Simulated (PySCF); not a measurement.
## Energy of In (indium, neutral) between two integer charges

The 5p alpha orbital of [Kr] 4d10 5s2 5p1 is emptied in steps (occupation f), with all orbitals relaxed, ending at [Kr] 4d10 5s2. Calculation: PySCF 2.14, in def2-SVP with the def2 core potential (28 electrons); scalar relativity through the core potential. The exact energy is a straight line in f; departures are measured from the line between the end points of the same method.

```csv
f,UHF (eV),LDA (eV),PBE (eV),PBE0 (eV),r2SCAN (eV),LC-wPBE (eV),BHandHLYP (eV),wB97X (eV),BLYP (eV),HSE06 (eV)
1,0.000,0.000,0.000,0.000,0.000,0.000,0.000,0.000,0.000,0.000
0.9,0.021,-0.262,-0.254,-0.185,-0.241,0.004,-0.127,-0.020,-0.263,-0.221
0.7,0.048,-0.616,-0.595,-0.431,-0.559,0.011,-0.296,-0.050,-0.618,-0.516
0.5,0.057,-0.738,-0.711,-0.512,-0.659,0.018,-0.352,-0.063,-0.741,-0.615
0.3,0.047,-0.623,-0.598,-0.428,-0.542,0.019,-0.296,-0.057,-0.625,-0.515
0.1,0.020,-0.267,-0.256,-0.182,-0.224,0.010,-0.127,-0.026,-0.269,-0.219
0,0.000,0.000,0.000,0.000,0.000,0.000,0.000,0.000,0.000,0.000
```

```
   method  E(f=0) − E(f=1) (eV)  −ε at f=1 (eV)  −ε at f=0.5 (eV)
      UHF                 5.199           5.433             5.195
      LDA                 5.706           2.801             5.687
      PBE                 5.579           2.763             5.571
     PBE0                 5.610           3.556             5.619
   r2SCAN                 5.697           3.018             5.744
  LC-wPBE                 5.703           5.738             5.726
BHandHLYP                 5.533           4.127             5.531
    wB97X                 5.489           5.271             5.468
     BLYP                 5.468           2.553             5.447
    HSE06                 5.626           3.173             5.630
```

Orbital energy along the path (eV):

```csv
f,UHF,LDA,PBE,PBE0,r2SCAN,LC-wPBE,BHandHLYP,wB97X,BLYP,HSE06
1,-5.433,-2.801,-2.763,-3.556,-3.018,-5.738,-4.127,-5.271,-2.553,-3.173
0.9,-5.384,-3.365,-3.314,-3.967,-3.561,-5.741,-4.407,-5.305,-3.119,-3.659
0.7,-5.288,-4.513,-4.434,-4.793,-4.653,-5.740,-4.968,-5.380,-4.270,-4.640
0.5,-5.195,-5.687,-5.571,-5.619,-5.744,-5.726,-5.531,-5.468,-5.447,-5.630
0.3,-5.106,-6.882,-6.718,-6.438,-6.803,-5.690,-6.095,-5.577,-6.646,-6.620
0.1,-5.020,-8.083,-7.857,-7.237,-7.748,-5.622,-6.661,-5.714,-7.855,-7.585
0,-4.979,-8.674,-8.412,-7.618,-8.082,-5.576,-6.949,-5.776,-8.458,-8.038
```

Reference removal energy between the ground levels: 5.786 eV (measured; NIST Atomic Spectra Database, ionization energies). The calculation has no spin-orbit coupling. UHF lacks correlation.
